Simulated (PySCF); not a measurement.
# Sn: ionisation energy

Sn [Kr] 4d10 5s2 5p2 (3P) → Sn⁺ [Kr] 4d10 5s2 5p1 (2P), as a difference of total energies. Computed with PySCF 2.14 in aug-cc-pwCVTZ-PP with ECP28MDF (8s7p6d4f1g, 96 functions), with scalar relativity through the core potential. Correlated levels: valence: 4s2 4p6 4d10 frozen; valence and next inner shell: nothing frozen outside the core potential. The calculations carry no spin-orbit coupling.

Order these methods by the ionisation energy they give, lowest first.
A. PBE0
B. BHandHLYP
C. PBE
D. UHF

D (6.848 eV), B (7.168 eV), C (7.265 eV), A (7.309 eV).

Errors of the correlated levels include the incompleteness of this basis and the frozen core.

For comparison: 7.389 eV (measured; NIST levels, between the centres of gravity of the two terms).
